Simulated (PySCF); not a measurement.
Cartesian coordinates (Å):
```xyz
12

Ti     0.0304     0.2775    -0.0291
O     -1.7071     0.4113    -0.5273
H     -2.4863     0.7535    -0.0608
N      0.6152    -1.5214    -0.1742
H      1.5319    -1.8339    -0.5060
H     -0.0294    -2.3186    -0.1768
N      0.3322     0.7549     1.7821
H      0.6456     0.1308     2.5289
H      0.2289     1.7057     2.1509
N      1.1176     1.4389    -1.0667
H      2.0013     1.8504    -0.7552
H      0.8783     1.8056    -1.9926
```
Charge 0, multiplicity 1.

**Question.** What is the computed HOMO–LUMO gap, charge on the central atom (meta-Löwdin), dipole moment, HOMO, LUMO, charge on the central atom (Mulliken) and total energy (TPSSh-D3(BJ)/def2-TZVP // TPSS-D3(BJ)/def2-SVP (PySCF))?

**Answer.** 
The HOMO–LUMO gap comes out as 4.70 eV and the charge on the central atom (meta-Löwdin) is 1.27 e. The dipole moment comes out as 0.212 e·Å and the HOMO comes out as -6.05 eV. The LUMO is -1.35 eV and the charge on the central atom (Mulliken) is 1.54 e. The total energy is -1093.4563 Ha.
